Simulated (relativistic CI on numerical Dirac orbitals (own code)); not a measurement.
## What each ingredient does to the levels of Sc⁺

Base calculation: Dirac-Coulomb-Breit CI, KLI orbitals optimised for each configuration, a model potential for QED, valence Slater integrals scaled by 0.85, P86 correlation energy added to each configuration.

Configurations in the expansion (outside the closed core [Ar]): 3d.4s, 3d2, 4s2, 3d.4p, 3d.4d, 4s.4p, 3d.4f, 3d.5s, 4p2, 3d.5p, 4s.5p, 3d.6s, 3d.5d, 4s.6s, 3d.6p, 4s.5d, 4s.6p, 3d.5f, 3d.5g, 3d.7s, 4s.5s, 3d.6d, 4s.5f, 4s.5g, 3d.7p, 4s.7s, 4s.6d, 4s.4d, 4s.7p, 3d.7d, 4p.4d, 4s.7d, 4s.4f, 4p.4f. Levels of other configurations are missing.

Variants: (1) Slater integrals left unscaled; (2) no correlation estimate; (3) only the first 3 configurations; (4) non-relativistic limit. Shifts of the energy above 3d.4s 3D_1, in cm⁻¹, for the lowest level and the first level of each name with at least 55 % of one term (blank where a level changes its place among those of its configuration and J or its character, or is not in the variant):

```
      Level     Base     Δ(1)     Δ(2)     Δ(3)     Δ(4)  Measured
 3d.4s 3D_1      0.0      0.0      0.0      0.0      0.0       0.0
 3d.4s 3D_2     54.5     -0.5      0.0     +2.2    -54.5      67.7
 3d.4s 3D_3    142.1     -1.7     -0.3     +4.6   -142.1     177.8
 3d.4s 1D_2   2498.8   +247.7   +176.7   +658.0   -207.0    2540.9
   3d2 3F_2   5229.0   -677.9  +2951.0   -100.1  -1221.3    4802.9
   3d2 3F_3   5283.2   -676.9  +2950.9    -97.1  -1275.5    4883.6
   3d2 3F_4   5353.0   -675.4  +2950.5    -92.8  -1345.3    4987.8
   4s2 1S_0  12019.2  -1094.2  -2246.6  +2732.7  +1388.4   11736.4
   3d2 1D_2  12576.5   +636.6  +2697.5   +663.5  -1184.0   10944.6
   3d2 3P_0  13277.5   +668.8  +2929.1    +53.4  -1177.5   12074.1
   3d2 3P_1  13297.5   +669.2  +2929.6    +51.3  -1197.5   12101.5
   3d2 3P_2  13331.8   +670.0  +2929.3    +62.3  -1231.8   12154.4
   3d2 1G_4  15704.2  +1145.0  +2944.4    -59.1  -1190.5   14261.3
3d.4p 1D°_2  25130.5   -285.9   -664.9            -502.0   26081.3
3d.4p 3F°_2  26436.8    -45.2   -662.7            -314.9   27443.7
3d.4p 3F°_3  26570.2    -41.8   -662.8            -448.3   27602.5
3d.4p 3D°_1  26707.0    +34.5   -674.5            -432.7   27917.8
3d.4p 3F°_4  26772.6    -40.4   -662.6            -650.6   27841.3
3d.4p 3D°_2  26792.9    +33.6   -674.1            -518.6   28021.3
3d.4p 3D°_3  26910.1    +33.7   -673.9            -635.8   28161.2
   3d2 1S_0  28350.7  +2713.6  +2148.9  +5187.3   -791.1   25955.2
3d.4p 3P°_0  28497.2     +0.7   -976.8            -353.6   29736.3
```

For a near-neutral ion this model can misplace configurations by up to about 10,000 cm⁻¹ (more where the count of f electrons changes) and terms by 10 to 25 % of their spread. Rates follow the energies as ν³ (E1, M1) or ν⁵ (E2), so they and the lifetimes can be off by large factors. The fine structure of a lone outer electron comes out too small, for d and f at times inverted, and misplaced configurations move strength between like terms. 25 of the 25 excited levels that our extract of the measured tables holds in this range could be paired (the sources list more); they are missed by 970 cm⁻¹ on average and 2396 at most, and levels without a partner can miss by more.

Measured levels: NIST Handbook of Basic Atomic Spectroscopic Data (Sansonetti and Martin, J. Phys. Chem. Ref. Data 34, 1559 (2005)).

Ionisation energy from the two ground configurations alone: base 12.71 eV; Slater integrals left unscaled 12.74 eV; no correlation estimate 12.14 eV. The NIST ASD value (measured) is 12.7998 eV.
